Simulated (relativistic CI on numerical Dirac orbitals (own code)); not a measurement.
**Cr5+ in a cubic cluster: 1s photoemission with charge transfer**

Computed with a charge-transfer multiplet model of a cubic metal-ligand cluster with up to 2 ligand holes, Slater and spin-orbit integrals from Dirac-Coulomb-Breit ions, Slater integrals scaled by 0.8. The parameters are those of a tetrahedral site (10Dq negative, t2 hopping the larger). The ground state mixes d1 with configurations of k ligand holes L, whose averages lie at kΔ + k(k − 1)U_dd/2; a core hole lowers each added d electron by U_cd. 20 K, Lorentzian 1.1 eV and Gaussian 0.6 eV FWHM.

Atomic integrals in eV (Slater integrals scaled, ζ unscaled), ground: F2dd 9.377, F4dd 5.906, zeta_d 0.045; with the core hole: F2dd 9.377, F4dd 5.906, zeta_d 0.066, G2cd 0.064. Where a configuration has fewer than two d electrons, the dd integrals are those of d2.

Cluster parameters (eV): Δ = -1.2, U_dd = 5.9, U_cd = 7, 10Dq = -0.1, 10Dq(ligand) = 0, final-state hopping factor = 1.

```csv
Case,n_d,d1,d2L,d3L2,S
"V(eg) = 0.78 eV, V(t2g) = -1.32 eV",1.98,0.19,0.63,0.17,0.50
"V(eg) = 1.08 eV, V(t2g) = -1.83 eV",2.00,0.20,0.60,0.20,0.50
"V(eg) = 1.68 eV, V(t2g) = -2.85 eV",2.03,0.20,0.56,0.23,0.50
"V(eg) = 1.98 eV, V(t2g) = -3.36 eV",2.04,0.20,0.55,0.24,0.50
"V(eg) = 2.58 eV, V(t2g) = -4.38 eV",2.06,0.20,0.54,0.26,0.50
```

Weights, n_d and S are thermal averages at 20 K. Binding energies count from the first peak over 30 % of the highest in each spectrum, which can be another peak from case to case. The parameters are a model scan and need not match a compound or its usual spin state. Peaks in eV (height, largest 100):
- V(eg) = 0.78 eV, V(t2g) = -1.32 eV: 0.0 (100), 8.3 (18), 10.6 (7)
- V(eg) = 1.08 eV, V(t2g) = -1.83 eV: 0.0 (100), 11.2 (10)
- V(eg) = 1.68 eV, V(t2g) = -2.85 eV: 0.0 (100), 16.4 (7)
- V(eg) = 1.98 eV, V(t2g) = -3.36 eV: 0.0 (100), 18.8 (6)
- V(eg) = 2.58 eV, V(t2g) = -4.38 eV: 0.0 (100)

For the case V(eg) = 1.68 eV, V(t2g) = -2.85 eV, Δ = -1.2 eV is smaller than U_dd = 5.9 eV, the charge-transfer side of the Zaanen-Sawatzky-Allen scheme (negative Δ: between configuration averages a ligand hole costs less than the nominal valence; multiplet and field energies can change this for the lowest states). With the core hole the average of the configuration with one ligand hole lies at Δ − U_cd = -8.2 eV before mixing: the effective hopping of about 7.1 eV (from the holes of the mixed ground state) is comparable with this gap or larger, so the configurations mix strongly.

With at most 2 ligand holes the space is cut while the next configuration still counts, so covalency is underestimated, and a final configuration with one more ligand hole, which can lie low, is missing from the spectra.
